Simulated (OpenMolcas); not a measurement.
## Computed levels of Ga II

| Quantity | Value |
| --- | --- |
| Program | OpenMolcas |
| Method | RASSCF |
| Basis | ANO-RCC-VQZP [7s6p4d2f1g] |
| Scalar Hamiltonian | DKH2, point nucleus |
| Active space | 2 electrons in 9 orbitals (RAS2 4s 4p; RAS3 4d, at most 2 electrons) |
| State averaging | 2S+1 = 3 even, 3 roots; 2S+1 = 1 even, 7 roots; 2S+1 = 3 odd, 3 roots; 2S+1 = 1 odd, 3 roots |
| Spin-orbit coupling | RASSI with atomic mean-field integrals over the reference wave functions, term energies averaged over their components |

Spin-free terms above the lowest, with the occupations of the reference:

```csv
Configuration,Term,E (cm⁻¹),Occupations
4s²,¹S,0.0,4s 1.91 4p 0.09
4s 4p,³P°,42932,4s 0.99 4p 1.00 4d 0.01
4s 4p,¹P°,69284,4s 0.96 4p 1.00 4d 0.04
4p²,¹D,102816,4s 0.34 4p 1.31 4d 0.35
```

With spin-orbit coupling, above the lowest level:

| Configuration | Term | J | E (cm⁻¹) | Measured (cm⁻¹) | g | Term weight % |
| --- | --- | --- | --- | --- | --- | --- |
| 4s² | ¹S | 0 | 0.0 | 0.0 |  | 100 |
| 4s 4p | ³P° | 0 | 42149 | 47368 |  | 100 |
| 4s 4p | ³P° | 1 | 42533 | 47814 | 1.501 | 100 |
| 4s 4p | ³P° | 2 | 43324 | 48750 | 1.501 | 100 |
| 4s 4p | ¹P° | 1 | 69293 | 70701 | 1.000 | 100 |
| 4p² | ¹D | 2 | 102790 | 107721 | 1.002 | 100 |

Against the 5 measured excited levels shown (NIST Handbook of Basic Atomic Spectroscopic Data) the mean absolute deviation is 4500 cm-1; the largest miss in energy is 4s 4p ³P°₂: computed 43324, measured 48750 cm⁻¹ (-11.1 %).

Without dynamic correlation excited terms often stand tens of per cent too high (terms of higher spin than the ground term too low), and those without a measured partner can miss by more than the paired ones. Configurations are named by rounded mean occupations; where the s occupation lies near a half they are strongly mixed, a name can repeat and a true partner stay unpaired. Active for correlation alone: 4d; no level in the range computed is led by a configuration that fills it, so any true level of that kind is missing. Some terms mix strongly with configurations of 4d, whose occupation reaches 0.35 (4p² ¹D). Measured partners are found by configuration, term and J. A level has none where our copy of the source lacks it or the pairing is in doubt (some pairs that miss far off the trend of their configuration count as doubtful), and it then counts in no deviation. Levels of configurations outside the active space are missing. The first state left out of the spin-orbit step lies near 130000 cm-1 above the lowest spin-free state of the reference (among the parities and spins computed), and the list stops at four fifths of that energy or lower.

The term weight is that of the spin-free term in the level, not the purity of its configuration. ° marks odd parity.
